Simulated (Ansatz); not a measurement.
Ansatz (a program for electronic structure) input for ClH2NOSW, SMILES [NH]=[W](=[O])([SH])[Cl], multiplicity 1, PBE/def2-SVPD. Geometry optimised at B3LYP-D3(BJ)/def2-SVP. The multiplicity is an assumed one; no other spin state was optimised. The structure was generated by enumeration; whether it is a known compound was not checked. The def2 effective core potentials stand for the cores of W; spin–orbit coupling is left out. One conformer was computed; it need not be the lowest.

Ansatz 0.2 input:
```yaml
crystal:
  periodic: [false, false, false]
  atoms:
    - {symbol: W, position_ang: [0.14149238, -0.10890554, -0.11868992]}
    - {symbol: O, position_ang: [1.81437239, -0.36493104, 0.11480683]}
    - {symbol: N, position_ang: [-0.45986081, -1.12664246, -1.41818885]}
    - {symbol: H, position_ang: [-0.24795030, -1.81462706, -2.13993301]}
    - {symbol: Cl, position_ang: [-0.27729870, 2.09597700, -0.64558638]}
    - {symbol: S, position_ang: [-0.92219917, -0.85302899, 1.85339811]}
    - {symbol: H, position_ang: [-2.04917450, -1.30356241, 1.25245333]}
basis:
  gaussian:
    orbitals: def2-SVPD
hamiltonian:
  xc: {name: PBE}
```

Program output:

```
WARN ansatz: RAYON_NUM_THREADS=1 ignored (pool sized by the plan → 1); use --threads N
Functional definition: PBE
integrals: 0.10 GiB planned
1350 factors; their error is unknown
mean field: 0.56 GiB planned
mean field evaluation 1: about -28716.9446 eV, gradient 1.0e2 eV
mean field evaluation 2: about -28430.5921 eV, gradient 3.1e2 eV
mean field evaluation 4: about -28725.0780 eV, gradient 7.6e1 eV
mean field evaluation 8: about -28736.5559 eV, gradient 4.3e0 eV
mean field evaluation 16: about -28736.5298 eV, gradient 2.3e-2 eV
mean field -28736.52980455 eV, -1056.0479919976 hartree, gradient 1.8e-5 eV, S^2 0.000000; 0 other end points of the search recorded, 0 dependent functions left out
reference -28736.52986302 eV, -1056.0479941464 hartree; 32, 32 occupied and 116, 116 virtual orbitals, 1350 factors
Total energy: -28736.52986302 eV, -1056.0479941464 hartree
```

The calculation finished and met its thresholds.

Cost: around 5 core-seconds (rough).
